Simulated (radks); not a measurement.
Results of a calculation; reference values are marked as such.
Problem. These are the eigenvalues of the occupied orbitals of an atom or ion with whole-number occupations (Ry). Code: a radial shooting solver on a logarithmic mesh with Libxc functionals. Model: scalar-relativistic Kohn-Sham, r2SCAN, spin-unpolarised, spherical densities, finite nucleus; meta-GGA in the generalised Kohn-Sham scheme; Fermi nuclear charge, rms radius of each element as measured or else 0.836 A^(1/3) + 0.57 fm.

orbital  eigenvalue
1s        -291.4601
2s        -30.77189
2p        -24.74911
3s         -3.43786
3p         -1.98110
4s         -0.24512
3d         -0.04327

Which element is it, and in what charge state? The configuration may be excited.

Solution. Z = 20, calcium, charge 0: Ca in [Ar] 3d1 4s1. The list shows which subshells hold electrons but not how many an open one holds; the 1s level, -145.73 hartree, gives Z - s = 17.1 by -(Z - s)^2/2, which with screening and relativity narrows Z to a few neighbours, and the depths of the outer levels then fix element, charge and occupations together.
